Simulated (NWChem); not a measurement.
System: Si$_{2}$H$_{5}$OCl; SMILES [SiH2](Cl)O[SiH3]

Input file for NWChem:

```
start job
memory heap 200 mb stack 900 mb global 1100 mb
geometry units angstroms noautosym nocenter noautoz
  Si    -0.436293     2.103557    -0.031673
  O      0.632787     0.844975    -0.252343
  Si     0.970420    -0.739174     0.013481
  Cl    -0.735380    -1.710026     0.670410
  H      0.182207     3.324137    -0.618348
  H     -0.688055     2.317467     1.423679
  H     -1.725869     1.810133    -0.721092
  H      2.001488    -0.870797     1.074388
  H      1.400377    -1.372705    -1.257718
end
basis spherical
  Si library sto-3g
  O library sto-3g
  Cl library sto-3g
  H library sto-3g
end
dft
  xc b3lyp
  iterations 150
end
property
  response 1 0.0773
end
task dft property
```

Parts of the log:

```
             Northwest Computational Chemistry Package (NWChem) 7.3.0
             --------------------------------------------------------

                             Geometry "geometry" -> ""
                             -------------------------

 Output coordinates in angstroms (scale by  1.889725989 to convert to a.u.)

  No.       Tag          Charge          X              Y              Z
 ---- ---------------- ---------- -------------- -------------- --------------
    1 Si                  14.0000    -0.43629300     2.10355700    -0.03167300
    2 O                    8.0000     0.63278700     0.84497500    -0.25234300
    3 Si                  14.0000     0.97042000    -0.73917400     0.01348100
    4 Cl                  17.0000    -0.73538000    -1.71002600     0.67041000
    5 H                    1.0000     0.18220700     3.32413700    -0.61834800
    6 H                    1.0000    -0.68805500     2.31746700     1.42367900
    7 H                    1.0000    -1.72586900     1.81013300    -0.72109200
    8 H                    1.0000     2.00148800    -0.87079700     1.07438800
    9 H                    1.0000     1.40037700    -1.37270500    -1.25771800

 Effective nuclear repulsion energy (a.u.)     277.7093951688

                              NWChem Property Module
                              ----------------------

                                 NWChem DFT Module
                                 -----------------

 Summary of "ao basis" -> "ao basis" (spherical)
 ------------------------------------------------------------------------------
       Tag                 Description            Shells   Functions and Types
 ---------------- ------------------------------  ------  ---------------------
 Si                          sto-3g                  5        9   3s2p
 O                           sto-3g                  3        5   2s1p
 Cl                          sto-3g                  5        9   3s2p
 H                           sto-3g                  1        1   1s

            General Information
            -------------------
          SCF calculation type: DFT
          Wavefunction type:  closed shell.
          No. of atoms     :     9
          No. of electrons :    58
           Alpha electrons :    29
            Beta electrons :    29
          Charge           :     0
          Spin multiplicity:     1
          Use of symmetry is: off; symmetry adaption is: off
          Maximum number of iterations: 150
          AO basis - number of functions:    37
                     number of shells:    23
          Convergence on energy requested:  1.00D-06
          Convergence on density requested:  1.00D-05
          Convergence on gradient requested:  5.00D-04

              XC Information
              --------------
                         B3LYP Method XC Potential
                     Hartree-Fock (Exact) Exchange  0.200
                        Slater Exchange Functional  0.800 local
                    Becke 1988 Exchange Functional  0.720 non-local
              Lee-Yang-Parr Correlation Functional  0.810
                  VWN I RPA Correlation Functional  0.190 local

             Grid Information
             ----------------
          Grid used for XC integration:  medium
          Radial quadrature: Mura-Knowles
          Angular quadrature: Lebedev.
          Tag              B.-S. Rad. Rad. Pts. Rad. Cut. Ang. Pts.
          ---              ---------- --------- --------- ---------
          Si                  1.10       88          10.0       590
          O                   0.60       49           8.0       434
          Cl                  1.00       88          12.0       590
          H                   0.35       45          12.0       434
          Grid pruning is: on
          Number of quadrature shells:   538
          Spatial weights used:  Erf1

      Superposition of Atomic Density Guess
      -------------------------------------

 Sum of atomic energies:       -1101.56417402

      Non-variational initial energy
      ------------------------------

 Total energy =   -1101.372649
 1-e energy   =   -2090.193647
 2-e energy   =     711.111602
 HOMO         =      -0.192839
 LUMO         =       0.331410

   convergence    iter        energy       DeltaE   RMS-Dens  Diis-err
 ---------------- ----- ----------------- --------- --------- ---------
 d= 0,ls=0.0,diis     1  -1104.6030750905 -1.38D+03  5.16D-02  5.95D-01
 d= 0,ls=0.0,diis     2  -1104.5597025281  4.34D-02  3.11D-02  1.14D+00
 d= 0,ls=0.0,diis     3  -1104.7167106383 -1.57D-01  7.51D-03  2.30D-02
 d= 0,ls=0.0,diis     4  -1104.7211593260 -4.45D-03  1.69D-03  2.29D-03
 d= 0,ls=0.0,diis     5  -1104.7216064011 -4.47D-04  1.36D-04  8.38D-06
  Resetting Diis
 d= 0,ls=0.0,diis     6  -1104.7216081400 -1.74D-06  2.44D-05  4.73D-07
 d= 0,ls=0.0,diis     7  -1104.7216082332 -9.32D-08  6.40D-06  7.45D-09

         Total DFT energy =    -1104.721608233225
      One electron energy =    -2086.034682327596
           Coulomb energy =      784.360527647794
    Exchange-Corr. energy =      -80.756848722216
 Nuclear repulsion energy =      277.709395168794

 Numeric. integr. density =       58.000020081921

                       DFT Final Molecular Orbital Analysis
                       ------------------------------------

 Vector   27  Occ=2.000000D+00  E=-2.243986D-01
              MO Center= -5.5D-01, -1.6D+00,  6.0D-01, r^2= 1.6D+00
   Bfn.  Coefficient  Atom+Function         Bfn.  Coefficient  Atom+Function
  ----- ------------  ---------------      ----- ------------  ---------------
    32      0.936017  4 Cl pz                28     -0.258160  4 Cl pz
    30      0.242112  4 Cl px                31      0.213222  4 Cl py
    37      0.180277  9 H  s                 36     -0.176341  8 H  s
    14     -0.098064  2 O  pz                26     -0.066776  4 Cl px
    27     -0.058797  4 Cl py                23     -0.055762  3 Si pz

 Vector   28  Occ=2.000000D+00  E=-1.805574D-01
              MO Center=  3.6D-01,  6.9D-01, -1.5D-01, r^2= 2.5D+00
   Bfn.  Coefficient  Atom+Function         Bfn.  Coefficient  Atom+Function
  ----- ------------  ---------------      ----- ------------  ---------------
    12      0.676058  2 O  px                31      0.352869  4 Cl py
    13      0.340441  2 O  py                14     -0.336310  2 O  pz
    33     -0.241209  5 H  s                 11      0.210069  2 O  s
    35      0.180599  7 H  s                 30      0.174724  4 Cl px
    34      0.146464  6 H  s                 32     -0.129724  4 Cl pz

 Vector   29  Occ=2.000000D+00  E=-1.670050D-01
              MO Center=  5.4D-01,  7.8D-01, -1.4D-01, r^2= 1.9D+00
   Bfn.  Coefficient  Atom+Function         Bfn.  Coefficient  Atom+Function
  ----- ------------  ---------------      ----- ------------  ---------------
    14      0.809652  2 O  pz                12      0.323597  2 O  px
    36     -0.266020  8 H  s                 34     -0.262549  6 H  s
    35      0.235288  7 H  s                 37      0.229459  9 H  s
    13      0.172633  2 O  py                30      0.041468  4 Cl px
    11     -0.028827  2 O  s                 23      0.025287  3 Si pz

 Vector   30  Occ=0.000000D+00  E= 1.701196D-01
              MO Center=  3.5D-01, -8.5D-01,  2.0D-01, r^2= 2.5D+00
   Bfn.  Coefficient  Atom+Function         Bfn.  Coefficient  Atom+Function
  ----- ------------  ---------------      ----- ------------  ---------------
    20      0.936663  3 Si s                 30     -0.602041  4 Cl px
    21     -0.582931  3 Si px                29     -0.389658  4 Cl s
    31     -0.368519  4 Cl py                37     -0.352679  9 H  s
    36     -0.345922  8 H  s                 11     -0.288077  2 O  s
    22     -0.239407  3 Si py                32      0.239165  4 Cl pz

 Vector   31  Occ=0.000000D+00  E= 1.952737D-01
              MO Center=  4.6D-01,  5.3D-01, -7.6D-02, r^2= 3.3D+00
   Bfn.  Coefficient  Atom+Function         Bfn.  Coefficient  Atom+Function
  ----- ------------  ---------------      ----- ------------  ---------------
    11      0.782907  2 O  s                 22     -0.707259  3 Si py
     6     -0.592578  1 Si s                  8      0.445644  1 Si py
     7     -0.362391  1 Si px                21     -0.295735  3 Si px
    30     -0.274630  4 Cl px                20     -0.269066  3 Si s
    23      0.247885  3 Si pz                18      0.218806  3 Si py

 Vector   32  Occ=0.000000D+00  E= 2.914543D-01
              MO Center= -1.3D-01,  1.7D+00,  2.8D-02, r^2= 5.1D+00
   Bfn.  Coefficient  Atom+Function         Bfn.  Coefficient  Atom+Function
  ----- ------------  ---------------      ----- ------------  ---------------
     6      0.916317  1 Si s                 33     -0.650239  5 H  s
    34     -0.590124  6 H  s                 35     -0.517898  7 H  s
     8      0.490305  1 Si py                21     -0.447982  3 Si px
    36      0.389482  8 H  s                 20     -0.359280  3 Si s
    37      0.348660  9 H  s                  7     -0.261273  1 Si px

     Multipole analysis of the density
     ---------------------------------

[...]

 DFT Linear Response polarizability / au
 Frequency  =       0.0773000 / au
 Wavelength =     589.4353558 / nm
              X              Y              Z
 -----------------------------------------------
 X      28.8209634     -0.7719359     -2.2275484
 Y      -0.7719158     37.9820911     -2.5714347
 Z      -2.2275688     -2.5714370     21.9860002
 -----------------------------------------------
 Eigenvalues =      29.4828326     38.4041178     20.9021043
 Isotropic   =      29.5963516
 Anisotropic =      15.1581448
 -----------------------------------------------

 Magnetic Dipole Response Matrix (nonzero elements):
```

Level: B3LYP/STO-3G. STO-3G and 3-21G are far too small for this property and stand as cheap habits. The geometry was optimised at PBE0/def2-SVP.
